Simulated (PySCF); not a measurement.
How the method changes the constants of GaH

State: ¹Σ⁺ (singlet), closed shell. Set-up: Ga x2c-SVPall, H x2c-SVPall; spin-free X2C with a Gaussian nucleus (PySCF 2.14). De refers to Ga + H in their high-spin ground configurations, without counterpoise correction. A positive dipole means Ga(−)H(+).

| Level | Re (Å) | ωe (cm⁻¹) | De (eV) | μ (D) | CPU s a point (SCF and correlation, without the integrals) |
| --- | --- | --- | --- | --- | --- |
| RHF | 1.664 | 1681 | 2.06 | -0.04 | 0.048 |
| RHF-MP2 | 1.645 | 1709 | 2.67 | n/a | 0.07 |
| RHF-SCS-MP2 | 1.651 | 1691 | 2.75 | n/a | n/a |
| RHF-CCSD | 1.656 | 1660 | 2.81 | n/a | n/a |
| RHF-CCSD(T) | 1.657 | 1653 | 2.82 | n/a | 0.43 |
| PBE | 1.699 | 1530 | 2.88 | -0.44 | 0.57 |
| PW91 | 1.696 | 1537 | 2.90 | -0.45 | 0.46 |
| r²SCAN | 1.671 | 1606 | 2.90 | -0.28 | 0.78 |
| B3LYP | 1.688 | 1564 | 2.96 | -0.45 | 0.69 |
| PBE0 | 1.679 | 1600 | 2.85 | -0.32 | 1.1 |
| MN15 | 1.672 | 1613 | 2.95 | -0.26 | 0.83 |
| LC-ωPBE | 1.653 | 1690 | 2.84 | -0.14 | 0.86 |

The bond length runs from 1.645 Å (RHF-MP2) to 1.699 Å (PBE). De spans 2.06 eV (RHF, mean field) to 2.96 eV (B3LYP, global hybrid GGA). Correlation at CCSD(T) changes the Hartree–Fock bond energy by +0.76 eV; the triples alone change it by +0.01 eV.

Correlated steps freeze 9 core orbitals. Correlated levels converge slowly with the basis: in double zeta they bind strong bonds too weakly, by up to about 1 eV, and carry superposition errors of some tenths. Where the molecule has an RHF reference, its open-shell atoms are computed with UHF.

The whole job (state search and all levels along the bond) took about 1.5 min on 1 thread of Intel Xeon Platinum 8375C @ 2.90GHz (shared host), peak memory 0.42 GiB.
